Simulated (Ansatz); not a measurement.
Stepwise reaction of `F[Si](F)(Cl)Cl` with ammonia, as a gas-phase model of exchange steps in deposition or etching. ΔE in kJ/mol.

Gas-phase electronic energies from Ansatz, PBE0-D4/def2-TZVP geometries. CBS: MP2 limit from def2 TZ/QZ plus the TZ coupled-cluster correction, frozen cores. This one scheme is used for every species. DFT in def2-TZVPP. B3LYP here is the variant with VWN-RPA as its local correlation; programs differ in this. Each species was taken in one conformer, which may not be the lowest.

| step | reaction | PBE-D4 | B3LYP-D4 | ωB97M-V | CCSD(T)/CBS |
| --- | --- | --- | --- | --- | --- |
| 1 | `F[Si](F)(Cl)Cl` + NH₃ → `N[Si](F)(F)Cl` + HCl | 24.9 | 18.9 | 20.4 | 20.2 |
| 2 | `N[Si](F)(F)Cl` + NH₃ → `N[Si](N)(F)F` + HCl | 25.7 | 19.9 | 21.0 | 20.1 |

Problem. By hand: ΔE of the 2 steps together at CCSD(T)/CBS.

Solution. (20.2) + (20.1) = 40.3 kJ/mol, or 20.1 kJ/mol a step.

In ΔE the steps differ by no more than 0.1 kJ/mol. All are uphill at CCSD(T)/CBS. PBE-D4 differs from CCSD(T)/CBS by 4.7 to 5.6 kJ/mol a step. Isolated molecules leave out the surface, adducts and barriers. Largest T1 diagnostic: 0.010.
